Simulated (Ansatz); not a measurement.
Total energies of `CN(C)c1ccc(/C=C/c2ccc(/C=C/c3ccc(/C=C/C#N)s3)s2)s1` from Ansatz at PBE-D4/def2-TZVP, gas phase (1 Eh = 27.2114 eV = 2625.5 kJ/mol). The reference geometry is relaxed at PBE-D4/def2-SVP.

```tsv
state	geometry	energy (Eh)
charge 0 singlet	reference	-2113.84727
charge 1 doublet	reference	-2113.63258
charge -1 doublet	reference	-2113.91101
free C atom (triplet)	–	-37.79597
free N atom (quartet)	–	-54.53214
free S atom (triplet)	–	-397.93833
free H atom (doublet)	–	-0.49962
```

Single mean-field runs in def2-TZVP are fitted with def2-universal-jkfit.

(1) Work out the vertical ionisation energy to the doublet.

(2) Work out the vertical electron affinity, to the doublet.

(3) Give the fundamental gap IE − EA, the Mulliken electronegativity (IE + EA)/2 and the hardness (IE − EA)/2.

(4) What is the binding energy per atom against free atoms?

(1) E(charge 1 doublet) − E(charge 0 singlet) = -2113.63258 − (-2113.84727) = 0.21469 Eh = 5.84 eV. For comparison, −ε of the highest occupied level is 4.36 eV at this level, 1.48 eV less.

(2) E(charge 0 singlet) − E(charge -1 doublet) = -2113.84727 − (-2113.91101) = 0.06374 Eh = 1.73 eV. The basis lacks diffuse functions, which makes affinities too small.

(3) From the values in Eh: IE − EA = 0.21469 − 0.06374 = 0.15095 Eh = 4.11 eV; (IE + EA)/2 = 3.79 eV; (IE − EA)/2 = 2.05 eV. The HOMO–LUMO gap of the same run is 1.24 eV, 2.87 eV smaller than the fundamental gap.

(4) Atoms: 21 × (-37.79597) + 2 × (-54.53214) + 3 × (-397.93833) + 18 × (-0.49962) = -2105.58780 Eh. Binding: -2105.58780 − (-2113.84727) = 8.25947 Eh = 224.75 eV, or 5.11 eV for each of 44 atoms (no zero-point energy, no counterpoise term).
